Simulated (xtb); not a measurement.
C6H6O2S (SMILES c1scc2c1OCCO2), singlet, at a GFN2-xTB geometry, atoms displaced at random by about 0.05 Å a coordinate; GFN1-xTB (xtb).

The xtb input:
```
$ xtb mol.xyz --gfn 1 --opt extreme --json

# file mol.xyz
15

C      1.33169542    -1.16199518    -0.24149779
S      2.42626329    -0.01604060     0.06500359
C      1.23554755     1.13711419     0.27766270
C     -0.02379061     0.69445830     0.18893705
C     -0.02862439    -0.68395085    -0.18288279
O     -1.18057881    -1.40717977    -0.39701600
C     -2.35818615    -0.72311774     0.10119310
C     -2.22186980     0.74057159    -0.31376402
O     -1.20912897     1.36505613     0.15674786
H      1.52463720    -2.31410581    -0.52564362
H      1.54514599     2.06482833     0.63772236
H     -3.06230258    -1.23461274    -0.31444366
H     -2.36869044    -0.79778362     1.15708888
H     -2.17649849     0.77693152    -1.41411845
H     -3.08014789     1.24271076    -0.01607977
```

Output, abridged:

```
   ID    Z sym.   atoms
    1    6 C      1, 3-5, 7, 8
    2   16 S      2
    3    8 O      6, 9
    4    1 H      10-15

           -------------------------------------------------
          |                Calculation Setup                |
           -------------------------------------------------

           -------------------------------------------------
          |                 G F N 1 - x T B                 |
           -------------------------------------------------

          ...................................................
          :                      SETUP                      :
          :.................................................:
          :  # basis functions                  54          :
          :  # atomic orbitals                  53          :
          :  # shells                           31          :
          :  # electrons                        48          :
          :  # halogen bonds                     0          :
          :  max. iterations                   250          :
          :  Hamiltonian                  GFN1-xTB          :
          :  restarted?                      false          :
          :  GBSA solvation                  false          :
          :  PC potential                    false          :
          :  electronic temp.          300.0000000     K    :
          :  accuracy                    1.0000000          :
          :  -> integral cutoff          0.2500000E+02      :
          :  -> integral neglect         0.1000000E-07      :
          :  -> SCF convergence          0.1000000E-05 Eh   :
          :  -> wf. convergence          0.2000000E-04 e    :
          :  Broyden damping             0.4000000          :
          :  net charge                          0          :
          :  unpaired electrons                  0          :
          ...................................................

 iter      E             dE          RMSdq      gap      omega  full diag
   1    -29.2274428 -0.292274E+02  0.888E+00    3.80       0.0  T
   2    -29.2737946 -0.463518E-01  0.534E+00    3.71       1.0  T
   3    -29.2718706  0.192397E-02  0.701E-01    3.64       1.0  T
   4    -29.2738144 -0.194374E-02  0.258E-01    3.74       1.0  T
   5    -29.2754979 -0.168356E-02  0.675E-02    3.68       1.0  T
   6    -29.2755968 -0.988962E-04  0.995E-03    3.69       2.6  T
   7    -29.2755976 -0.781686E-06  0.165E-03    3.69      15.6  T
   8    -29.2755976 -0.178027E-07  0.400E-04    3.69      64.5  T
   9    -29.2755976 -0.125874E-08  0.118E-04    3.69     218.0  T
  10    -29.2755976 -0.900613E-10  0.268E-05    3.69     965.1  T

   *** convergence criteria satisfied after 10 iterations ***

         :::::::::::::::::::::::::::::::::::::::::::::::::::::
         ::                     SUMMARY                     ::
         :::::::::::::::::::::::::::::::::::::::::::::::::::::
         :: total energy             -28.942264703755 Eh    ::
         :: gradient norm              0.311637030666 Eh/a0 ::
         :: HOMO-LUMO gap              3.690898450515 eV    ::
         ::.................................................::
         :: SCC energy               -29.275597615444 Eh    ::
         :: -> electrostatic           0.066299202001 Eh    ::
         :: repulsion energy           0.340510417568 Eh    ::
         :: dispersion energy         -0.007177505879 Eh    ::
         :: halogen bond corr.         0.000000000000 Eh    ::
         :: add. restraining           0.000000000000 Eh    ::
         :: total charge               0.000000000000 e     ::
         :::::::::::::::::::::::::::::::::::::::::::::::::::::

      -----------------------------------------------------------
     |                   =====================                   |
     |                        A N C O P T                        |
     |                   =====================                   |
     |               Approximate Normal Coordinate               |
[...]
 * total energy  :   -28.9422647 Eh     change       -0.1360689E-11 Eh
 * total energy  :   -28.9938428 Eh     change       -0.5157807E-01 Eh
 * total energy  :   -29.0034175 Eh     change       -0.9574765E-02 Eh
 * total energy  :   -29.0045402 Eh     change       -0.1122681E-02 Eh
 * total energy  :   -29.0047004 Eh     change       -0.1601592E-03 Eh
 * total energy  :   -29.0047391 Eh     change       -0.3872096E-04 Eh
 * total energy  :   -29.0047443 Eh     change       -0.5152559E-05 Eh
 * total energy  :   -29.0047454 Eh     change       -0.1197987E-05 Eh
 * total energy  :   -29.0047461 Eh     change       -0.6577741E-06 Eh
 * total energy  :   -29.0047464 Eh     change       -0.3059152E-06 Eh
 * total energy  :   -29.0047465 Eh     change       -0.1160606E-06 Eh
 * total energy  :   -29.0047466 Eh     change       -0.2258194E-07 Eh
   *** GEOMETRY OPTIMIZATION CONVERGED AFTER 12 ITERATIONS ***
         :: total energy             -29.004746551255 Eh    ::
[...]
        24        2.0000           -0.4026753             -10.9574 (HOMO)
        25                         -0.2572297              -6.9996 (LUMO)
        26                         -0.1983543              -5.3975
        27                         -0.1776266              -4.8335
        28                         -0.1358050              -3.6954
        29                         -0.1288214              -3.5054
        30                         -0.1252290              -3.4077
        31                         -0.0922262              -2.5096
        32                         -0.0850371              -2.3140
        33                         -0.0827264              -2.2511
        34                         -0.0740695              -2.0155
        35                         -0.0507105              -1.3799
       ...                                ...                  ...
        53                          0.6708928              18.2559
      -------------------------------------------------------------
                  HL-Gap            0.1454456 Eh            3.9578 eV
             Fermi-level           -0.3299525 Eh           -8.9785 eV

  Mulliken/CM5 charges         n(s)   n(p)   n(d)
     1C    -0.05353 -0.08729   1.041  3.012  0.000
     2S    -0.03283 -0.07241   1.915  4.091  0.027
     3C    -0.05353 -0.08728   1.041  3.012  0.000
     4C     0.19270  0.21599   1.008  2.799  0.000
     5C     0.19270  0.21600   1.008  2.799  0.000
     6O    -0.42688 -0.50592   1.684  4.743  0.000
     7C     0.17954  0.10259   0.998  2.823  0.000
     8C     0.17955  0.10260   0.998  2.823  0.000
     9O    -0.42688 -0.50592   1.684  4.743  0.000
    10H     0.05373  0.11245   0.946  0.000  0.000
    11H     0.05373  0.11246   0.946  0.000  0.000
    12H     0.03635  0.09957   0.964  0.000  0.000
    13H     0.03451  0.09880   0.965  0.000  0.000
    14H     0.03450  0.09879   0.965  0.000  0.000
    15H     0.03634  0.09957   0.964  0.000  0.000

Wiberg/Mayer (AO) data.
largest (>0.10) Wiberg bond orders for each atom

 ---------------------------------------------------------------------------
     #   Z sym  total        # sym  WBO       # sym  WBO       # sym  WBO
 ---------------------------------------------------------------------------
     1   6 C    3.938 --     5 C    1.579     2 S    1.149    10 H    0.975
                             3 C    0.133
     2  16 S    2.512 --     3 C    1.149     1 C    1.149
     3   6 C    3.938 --     4 C    1.579     2 S    1.149    11 H    0.975
                             1 C    0.133
     4   6 C    3.907 --     3 C    1.579     5 C    1.181     9 O    1.001
     5   6 C    3.907 --     1 C    1.579     4 C    1.181     6 O    1.001
     6   8 O    2.114 --     5 C    1.001     7 C    0.934
     7   6 C    3.916 --     8 C    0.989    12 H    0.976    13 H    0.972
                             6 O    0.934
     8   6 C    3.916 --     7 C    0.989    15 H    0.976    14 H    0.972
                             9 O    0.934
     9   8 O    2.114 --     4 C    1.001     8 C    0.934
    10   1 H    0.998 --     1 C    0.975
    11   1 H    0.998 --     3 C    0.975
    12   1 H    1.015 --     7 C    0.976
    13   1 H    1.007 --     7 C    0.972
    14   1 H    1.007 --     8 C    0.972
    15   1 H    1.015 --     8 C    0.976
 ---------------------------------------------------------------------------

Topologies differ in total number of bonds
Writing topology from bond orders to xtbtopo.mol

 dipole moment from electron density (au)
     X       Y       Z
  -0.6439   0.0076  -0.0301  total (Debye):    1.639

optimized geometry written to: xtbopt.xyz

           -------------------------------------------------
          | TOTAL ENERGY              -29.004746551255 Eh   |
          | GRADIENT NORM               0.000035876783 Eh/α |
          | HOMO-LUMO GAP               3.957775608341 eV   |
           -------------------------------------------------

normal termination of xtb
```
